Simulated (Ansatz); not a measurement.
Gas-phase electronic energies from Ansatz, PBE0-D4/def2-TZVP geometries. CCSD(T)/CBS is the MP2 limit (def2-TZVPP, def2-QZVPP) plus CCSD(T) − MP2 in def2-TZVPP, frozen cores. Functionals use def2-TZVPP. For Br outer-core shells are correlated without core-valence functions, which leaves a few kJ/mol of doubt a bond. Scalar relativity is left out up to krypton. One conformer a species, not always the lowest.

Consider the redistribution: `C[SiH2][SiH2]Br` + `C#C[O][AlH][CH3]` → `C#CO[SiH2]Br` + `[CH3][AlH][SiH2]C`.

```
        level  ΔE (eV)
       r2SCAN     0.86
HF/def2-TZVPP     0.77
HF/def2-QZVPP     0.77
MP2/CBS(def2)     0.84
```

(1) What does CCSD(T)/CBS give? (Best estimate.)

Largest T1 diagnostic among the species: 0.013.

Answers

(1) Ansatz gave: +0.80 eV. The listed levels differ from it by 0.06, -0.03, -0.03, 0.04 eV.
